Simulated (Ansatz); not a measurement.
The cluster Ga2Se3: single points at one geometry.

```yaml
crystal:
  periodic: [false, false, false]
  atoms:
    - {symbol: Ga, position_ang: [-0.795330, 0.513775, -0.018862]}
    - {symbol: Ga, position_ang: [2.103069, 0.133518, 0.073820]}
    - {symbol: Se, position_ang: [0.325059, -1.675720, -0.016572]}
    - {symbol: Se, position_ang: [-2.251387, -1.219752, -0.096092]}
    - {symbol: Se, position_ang: [0.618588, 2.248189, 0.057715]}
basis:
  gaussian: {orbitals: def2-SVP, initial_orbitals: start.molden}
hamiltonian: {xc: {text: "exchange = 0.60*pbe_x + 0.40*exact_x\ncorrelation = pbe_c"}}
scf: {omitted_lower_state_checks: [starts]}
output: {orbitals: {seedname: orbitals}}
```

The file start.molden holds the orbitals of an earlier run on this structure, at another level or in another basis.

```sh
$ ansatz run in.yaml --threads 4 --pin off --events-out ev --progress --plain --max-ram 4787MiB
```

It prints (some lines left out):

```
Functional definition: unnamed
1559 factors; integrals over basis functions are off by at most 7.3e-4 eV
mean field evaluation 1: about -300739.6931 eV, gradient 8.3e0 eV
mean field evaluation 2: about -300739.7988 eV, gradient 1.2e-1 eV
mean field evaluation 4: about -300739.8152 eV, gradient 3.1e-4 eV
mean field -300739.81523506 eV, -11051.9843611202 hartree, gradient 2.2e-5 eV, S^2 0.000000; 0 other end points of the search recorded, 0 dependent functions left out
reference -300739.81525563 eV, -11051.9843618763 hartree; 82, 82 occupied and 78, 78 virtual orbitals, 1559 factors
Total energy: -300739.81525563 eV, -11051.9843618763 hartree
Checks for a lower state left out: starts
```

Hardware: 4 threads of Arm Neoverse V1 on a shared host. Wall time 5.5 s, peak host memory 0.59 GiB.

First input, but with `hamiltonian: {xc: pbe, dispersion: d4}` (abridged; 2.5 s):

```
Functional definition: PBE
mean field -300726.85732817 eV, -11051.5081668250 hartree, gradient 2.5e-5 eV, S^2 0.000000
Total energy: -300727.19206494 eV, -11051.5204681745 hartree
Checks for a lower state left out: starts
```

The first input with `gaussian: {orbitals: def2-TZVP, initial_orbitals: start.molden}`, `correlation: {method: mp2}` and without the key `hamiltonian` (abridged; 14 s):

```
Functional definition: HF
mean field -300581.51353310 eV, -11046.1668808737 hartree, gradient 1.3e-6 eV, S^2 0.000000; unrestricted orbitals would lower it
mean field evaluation 16: about -300581.5465 eV, gradient 2.4e-1 eV
45 core orbitals not correlated: weight in the atoms' cores, before any rotation towards them, 1.000 or more for the frozen orbitals, at most 0.000 for the correlated occupied ones
second order -33.59894127 eV of doubles, -0.00000000 eV of singles
Total energy: -300615.11247436 eV, -11047.4016191911 hartree
Checks for a lower state left out: starts
```

First input, but with `hamiltonian: {xc: pbe0, dispersion: d4}` (abridged; 5.5 s):

```
Functional definition: PBE0
mean field -300734.84746294 eV, -11051.8017988620 hartree, gradient 2.5e-5 eV, S^2 0.000000
Total energy: -300735.13741256 eV, -11051.8124543140 hartree
Checks for a lower state left out: starts
```

As the first input, with `correlation: {method: ccsd_t}` and without the key `hamiltonian` (abridged; 65 s):

```
Functional definition: HF
mean field evaluation 16: about -300536.9652 eV, gradient 3.2e0 eV
mean field evaluation 32: about -300536.9325 eV, gradient 1.5e-2 eV
mean field -300543.59438444 eV, -11044.7733778632 hartree, gradient 1.6e-6 eV, S^2 0.000000; unrestricted orbitals would lower it
45 core orbitals not correlated: weight in the atoms' cores, before any rotation towards them, 1.000 or more for the frozen orbitals, at most 0.000 for the correlated occupied ones
second order -30.15475761 eV of doubles, -0.00000000 eV of singles
cycle   1  -28.34491414 eV  change     1.8e0 eV  update   1.6e-1
cycle   2  -29.33916446 eV  change   -9.9e-1 eV  update   5.4e-2
cycle   3  -29.49504914 eV  change   -1.6e-1 eV  update   3.0e-2
cycle   4  -29.45121175 eV  change    4.4e-2 eV  update   1.0e-2
cycle   5  -29.44286403 eV  change    8.3e-3 eV  update   7.3e-3
cycle   6  -29.45083048 eV  change   -8.0e-3 eV  update   3.6e-3
cycle   7  -29.44965947 eV  change    1.2e-3 eV  update   1.8e-3
cycle   8  -29.44922566 eV  change    4.3e-4 eV  update   6.5e-4
cycle   9  -29.44969350 eV  change   -4.7e-4 eV  update   2.5e-4
cycle  10  -29.44965048 eV  change    4.3e-5 eV  update   9.9e-5
cycle  11  -29.44962367 eV  change    2.7e-5 eV  update   4.6e-5
perturbative correction -1.21492144 eV, -0.0446475395 hartree
Total energy: -300574.25892955 eV, -11045.9002791107 hartree
Checks for a lower state left out: starts
```

Geometry: r2SCAN-D4/def2-SVP.

Correlated methods freeze 45 core orbitals; core or outer-core shells of Ga, Se are correlated, in sets that lack core-valence functions. At MP2/def2-TZVP, CCSD(T)/def2-SVP the restricted singlet (for correlated methods, its reference) is unstable: a solution with broken spin symmetry lies lower. The order of the spin states hangs on the level: the triplet lies 0.21 eV below the singlet at PBE with 40 % exact exchange/def2-SVP, but 0.15 eV above it at MP2/def2-TZVP. The structure comes from a short search, and lower isomers may exist.
